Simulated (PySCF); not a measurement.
## 31P chemical shifts

PySCF 2.14.0 with density-fitted response routines calculation with coordinates at the GFN2-xTB level and GIAO PBE0/pcSseg-1 shieldings; relativity neglected, isolated molecule, one computed conformer, equivalent nuclei averaged.

Shieldings were converted by a linear fit to measured shifts: 31P (scatter 18.1 ppm rms vs H3PO4, solution or neat liquid). Occasional misses reach two or three times the rms, and more in compound classes unlike the fitted ones.

**Question.** Give the 31P shifts of `C#CC[P@](=O)(C=C)CCC`, `C#C[P@@](=O)(C=C)C(C)(C)C`, `C#CP1(=O)CCCCCC1`, `C=CP(=O)(C(=C)C)C(=C)C`.

**Answer.** 
```json
{"compound": "C#CC[P@](=O)(C=C)CCC", "environment": "phosphorus bonded to 3 C, O", "δ (ppm)": "13.3"}
{"compound": "C#C[P@@](=O)(C=C)C(C)(C)C", "environment": "phosphorus bonded to 3 C, O", "δ (ppm)": "5.9"}
{"compound": "C#CP1(=O)CCCCCC1", "environment": "phosphorus bonded to 3 C, O, in a 7-membered ring", "δ (ppm)": "4.3"}
{"compound": "C=CP(=O)(C(=C)C)C(=C)C", "environment": "phosphorus bonded to 3 C, O", "δ (ppm)": "7.9"}
```

**Question.** Order these by 31P shift, lowest first.
A. C[Si](C)(C)C#P
B. Cc1occ(C(C)(C)C)p1
C. CC#C[P@@]1(=O)CC[C@H](C)C1
D. C[P@H](=S)CCC#N

**Answer.** D (-5.6 ppm, phosphorus bonded to 2 C, S, H), C (13.6 ppm, phosphorus bonded to 3 C, O, in a 5-membered ring), B (105.9 ppm, phosphorus bonded to 2 C, in a 5-membered ring), A (144.4 ppm, phosphorus bonded to C).
